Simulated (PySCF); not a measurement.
Geometry:
```csv
atom,x (Å),y (Å),z (Å)
C1,1.609,1.108,0.601
B2,0.622,-0.024,0.103
C3,1.143,-1.469,-0.252
N4,-0.789,0.231,-0.056
C5,-1.713,-0.800,-0.505
C6,-1.347,1.476,0.191
O7,-2.514,1.749,0.068
H8,1.761,1.858,-0.195
H9,2.599,0.696,0.843
H10,1.252,1.662,1.483
H11,2.235,-1.563,-0.176
H12,0.695,-2.214,0.431
H13,0.839,-1.778,-1.266
H14,-1.485,-1.115,-1.534
H15,-2.731,-0.393,-0.478
H16,-1.659,-1.684,0.146
H17,-0.595,2.223,0.520
```

Computed data (PySCF 2.14.0 with density-fitted response routines): coordinates at the PBE0-D3(BJ)/def2-SVP level, HF/pcSseg-1 with gauge-including orbitals. Single conformer, no solvent model, fast rotation and ring inversion assumed for equivalent nuclei, non-relativistic Hamiltonian.

Referencing at the same level of theory: 13C (σ = 190.85 ppm) and 1H (σ = 31.69 ppm) vs TMS; 11B (σ = 115.29 ppm) vs BF3·OEt2; NH3 for 15N (σ = 265.72 ppm); 17O (σ = 333.31 ppm) vs H2O.

```json
{"atoms": "B2", "nucleus": "11B", "count": "1", "δ (ppm)": "56.7"}
{"atoms": "H8/H9/H10/H11/H12/H13", "nucleus": "1H", "count": "6", "δ (ppm)": "0.75"}
{"atoms": "C1/C3", "nucleus": "13C", "count": "2", "δ (ppm)": "6.9"}
{"atoms": "C5", "nucleus": "13C", "count": "1", "δ (ppm)": "25.7"}
{"atoms": "H17", "nucleus": "1H", "count": "1", "δ (ppm)": "8.33"}
{"atoms": "C6", "nucleus": "13C", "count": "1", "δ (ppm)": "?"}
{"atoms": "O7", "nucleus": "17O", "count": "1", "δ (ppm)": "465.7"}
{"atoms": "N4", "nucleus": "15N", "count": "1", "δ (ppm)": "?"}
{"atoms": "H14/H15/H16", "nucleus": "1H", "count": "3", "δ (ppm)": "?"}
```

Task: Estimate the values marked ?.

Result: 
- C6: 173.3 ppm, amide carbonyl carbon; lone-pair donation from the attached heteroatom keeps it upfield of a ketone carbonyl
- H14/H15/H16: 2.95 ppm, hydrogen on a methyl carbon bonded to N; its carbon carries N, which withdraws density
- N4: 158.1 ppm, amide-type nitrogen

A carbon bonded to boron is broadened by the quadrupolar boron nucleus and is often missing from a measured spectrum. Shifts are as computed. Against solution values, carbons near 30 ppm lie about -0 ppm off and those near 130 ppm about +7 ppm. Of 1211 compounds with measured shifts, 218 miss one by over three times the rms of a fit or turn the order of signals round; such compounds aren't used in these exercises. Unscaled 17O shifts of doubly bonded oxygen tend to come out too high, by tens of ppm or more. Experimental scales use liquid or dissolved standards, which lie at an offset from isolated NH3 (liquid NH3: subtract about 20 ppm) and H2O (liquid H2O: subtract about 36 ppm). Unscaled 15N shifts of sp2 nitrogen come out 20 to 40 ppm too high even then.
